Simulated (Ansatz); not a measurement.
## Br⁻ ··· C$_{2}$H$_{2}$

The pair of Br⁻ (SMILES [Br-], atom 1) and C$_{2}$H$_{2}$ (SMILES C#C, atoms 2–5), both closed shells, in one local arrangement (a lower one may exist), relaxed at PBE0-D4/def2-TZVPD:

```xyz
5
angstrom
Br -0.0913 2.0872 -2.5551
C 0.0065 -0.1460 0.1788
C 0.0396 -0.9066 1.1096
H -0.0237 0.5444 -0.6664
H 0.0690 -1.5791 1.9332
```

Ansatz 0.2.0; basis: def2-TZVPPD, with def2-QZVPPD for the basis limit; cores frozen in the correlated methods. Filled d shells of the heavier atoms are correlated. The def2 sets are not built for correlating such inner shells, so the correlated values are less sure here. B3LYP uses VWN-RPA correlation. Extrapolation: Hartree–Fock as exp(−7.88 √X), correlation as X^−2.97. Interaction energies count from these two fragments, frozen as in the pair, with the counterpoise correction; negative means bound.

(1) What is the interaction energy by CCSD(T) at an estimated basis limit (MP2 extrapolated from triple and quadruple zeta, plus CCSD(T) − MP2 in triple zeta)? (To be estimated.)

(2) Which atoms make the shortest contact between the fragments?

T1 diagnostic: at most 0.014.

Answers

(1) The calculation gives: -9.26 kcal/mol. Hartree–Fock alone gives -6.86 kcal/mol at the basis limit. It counts from the two fragments frozen as in the pair.

The same quantity by other methods in triple zeta, and each one's difference from that estimate:
| method | E_int (kcal/mol) | difference |
| --- | --- | --- |
| PBE-D4 | -9.92 | -0.66 |
| revPBE-D4 | -9.32 | -0.07 |
| BLYP-D4 | -8.97 | 0.29 |
| r2SCAN-D4 | -9.46 | -0.20 |
| B97M-V | -9.17 | 0.08 |
| PBE0-D4 | -9.90 | -0.64 |
| B3LYP-D4 | -9.27 | -0.02 |
| HSE06-D4 | -9.93 | -0.67 |
| wB97X-V | -9.11 | 0.15 |
| wB97M-V | -9.14 | 0.11 |
| B2PLYP | -8.40 | 0.86 |
| HF | -6.77 | 2.49 |
| MP2 | -8.72 | 0.54 |
| CCSD | -8.08 | 1.17 |
| CCSD(T) | -8.44 | 0.82 |
Differences are method less estimate.

(2) Br1 and H4, 2.44 Å apart.

Basis-set superposition shift (counterpoise-corrected less uncorrected): CCSD(T) 1.31; MP2 1.28; HF 0.11; PBE0-D4 0.15; wB97M-V 0.13 kcal/mol.

For scale, one of the runs: CCSD(T)/def2-TZVPPD, 165 basis functions, launched by `ansatz run in.yaml --threads 2 --pin off --events-out ev --progress --plain --max-ram 5222MiB`. Time: 42 s of wall clock on 2 CPU threads of an Arm Neoverse V1; the host was shared. Peak host memory: 1.3 GiB.
